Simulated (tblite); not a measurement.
C₇H₁₁FSi.
Cartesian coordinates in Å at the GFN2-xTB level; atoms count from 1:
```
atom  x, y, z in Å
C1     3.689    0.042   -0.046
C2     2.442   -0.063   -0.479
Si3    0.946   -0.358    0.624
C4    -0.210   -1.719   -0.057
C5    -1.482   -0.998   -0.381
C6    -1.561    0.304   -0.155
C7    -2.768    1.149   -0.432
F8    -3.807    0.425   -0.964
C9    -0.371    1.016    0.425
H10    3.929   -0.040    1.001
H11    4.524    0.213   -0.708
H12    2.262    0.027   -1.544
H13    1.329   -0.565    2.026
H14   -0.411   -2.513    0.663
H15    0.175   -2.211   -0.952
H16   -2.306   -1.559   -0.795
H17   -2.535    1.943   -1.155
H18   -3.145    1.608    0.492
H19   -0.646    1.484    1.371
H20   -0.060    1.826   -0.238
```

All values are computed: GFN2-xTB (tblite) harmonic vibrations without scaling, gas phase. Against measured fundamentals such values can be off by several per cent, at times by over 20. Modes of hydrogen on silicon can be 10 to 20 % off. One conformer, not necessarily the lowest.

Harmonic wavenumbers (cm⁻¹): 27.3, 40.4, 69.2, 130.8, 164.1, 190.8, 218.4, 270.2, 374.0, 393.8, 463.6, 492.6, 592.1, 617.6, 633.4, 674.3, 735.6, 749.0, 766.9, 784.2, 855.5, 889.4, 919.1, 954.0, 1006.1, 1025.0, 1035.1, 1054.7, 1091.5, 1112.2, 1136.7, 1211.7, 1215.3, 1248.5, 1268.4, 1278.5, 1334.6, 1419.3, 1435.8, 1463.4, 1468.1, 1668.8, 1740.5, 2216.6, 2890.8, 2910.7, 2957.4, 2959.2, 2982.7, 2984.8, 3017.8, 3078.2, 3081.2, 3109.9.

A = 3626, B = 636.2, C = 589.8 MHz; mass 142.061 u (most abundant isotopes); point group C1, symmetry number 1.

Zero-point energy?

Half the sum of the wavenumbers: 34205 cm⁻¹ = 409.18 kJ/mol.

Entropy at 350 K, 1 bar (ideal gas, RRHO, classical rotation)?

Translation 174.00, rotation 126.88, vibration 166.66: S = 467.5 J/(mol K).

And Cp and H(350 K) − H(0)?

Cp = 196.18 J/(mol K), of which vibrations give 162.93 (their classical limit is 54 R = 449.0); H(350 K) − H(0) = 40.47 kJ/mol without the zero-point energy, 28.83 from vibrations.

What must be added to the electronic energy to get the Gibbs energy at 350 K and 1 bar?

ZPE + [H(350 K) − H(0)] − T·S = 409.18 + 40.47 − 163.64 = 286.01 kJ/mol.

Which modes carry the vibrational entropy at 350 K?

27.3 cm⁻¹: 26.50; 40.4 cm⁻¹: 23.25; 69.2 cm⁻¹: 18.79; 130.8 cm⁻¹: 13.57; 164.1 cm⁻¹: 11.74; 190.8 cm⁻¹: 10.54 J/(mol K); the other 48 give 62.25 together.

How do the functions run with temperature in this model?

```json
{"T (K)": "50", "S (J/(mol K))": "259.8", "Cp (J/(mol K))": "61.1", "H − H(0) (kJ/mol)": "2.36", "G − H(0) (kJ/mol)": "-10.63", "ln q(vib)": "1.17"}
{"T (K)": "100", "S (J/(mol K))": "309.2", "Cp (J/(mol K))": "83.2", "H − H(0) (kJ/mol)": "5.98", "G − H(0) (kJ/mol)": "-24.93", "ln q(vib)": "2.81"}
{"T (K)": "298.15", "S (J/(mol K))": "438.1", "Cp (J/(mol K))": "172.0", "H − H(0) (kJ/mol)": "30.92", "G − H(0) (kJ/mol)": "-99.68", "ln q(vib)": "8.67"}
{"T (K)": "373.15", "S (J/(mol K))": "480.4", "Cp (J/(mol K))": "206.5", "H − H(0) (kJ/mol)": "45.14", "G − H(0) (kJ/mol)": "-134.14", "ln q(vib)": "10.79"}
{"T (K)": "500", "S (J/(mol K))": "548.0", "Cp (J/(mol K))": "256.0", "H − H(0) (kJ/mol)": "74.60", "G − H(0) (kJ/mol)": "-199.43", "ln q(vib)": "14.36"}
{"T (K)": "750", "S (J/(mol K))": "665.7", "Cp (J/(mol K))": "323.5", "H − H(0) (kJ/mol)": "147.71", "G − H(0) (kJ/mol)": "-351.57", "ln q(vib)": "21.14"}
{"T (K)": "1000", "S (J/(mol K))": "765.1", "Cp (J/(mol K))": "366.9", "H − H(0) (kJ/mol)": "234.39", "G − H(0) (kJ/mol)": "-530.76", "ln q(vib)": "27.45"}
```

q(vib) and H(0) count from the zero-point level.

Hindered rotation and anharmonicity are outside this model. Other conformers, if any are populated, would add a mixing term that is left out. The structure is chiral; the term R ln 2 for an equal mix with its mirror image is left out.
